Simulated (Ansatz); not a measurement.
One change: `N=CNCS` becomes `N=CNBCl`.

Ansatz, PBE0-D4/def2-TZVP geometries, multiplicity 1. Each molecule was computed in one conformer, which needn't be the lowest.

```csv
property,`N=CNCS`
LUMO energy (B3LYP/def2-TZVPP) / eV,0.10
size of the dipole moment (ωB97M-V/def2-TZVPP) / D,2.94
size of the dipole moment (B3LYP/def2-TZVPP) / D,2.92
size of the dipole moment (PBE/def2-TZVPP) / D,2.85
HOMO–LUMO gap (PBE0/def2-TZVPP) / eV,7.06
LUMO energy (PBE0/def2-TZVPP) / eV,0.36
```

**Question.** Give the same properties after the change, and the shifts. (An estimate is asked.)

**Answer.** Ansatz gave: 
```json
{"property": "LUMO energy (B3LYP/def2-TZVPP) / eV", "`N=CNBCl`": "-1.18", "shift": "-1.28"}
{"property": "size of the dipole moment (ωB97M-V/def2-TZVPP) / D", "`N=CNBCl`": "3.92", "shift": "0.98"}
{"property": "size of the dipole moment (B3LYP/def2-TZVPP) / D", "`N=CNBCl`": "3.87", "shift": "0.95"}
{"property": "size of the dipole moment (PBE/def2-TZVPP) / D", "`N=CNBCl`": "3.71", "shift": "0.86"}
{"property": "HOMO–LUMO gap (PBE0/def2-TZVPP) / eV", "`N=CNBCl`": "6.68", "shift": "-0.38"}
{"property": "LUMO energy (PBE0/def2-TZVPP) / eV", "`N=CNBCl`": "-0.97", "shift": "-1.33"}
```

With PBE0 the HOMO falls by 0.95 eV and the LUMO falls by 1.33 eV, so the gap narrows by about 0.38 eV. PBE moves the HOMO by -0.70 eV and ωB97M-V by -1.06 eV. Dipoles are sizes alone; their direction can turn.

B3LYP here is the variant with VWN-RPA as its local correlation; programs differ in this.
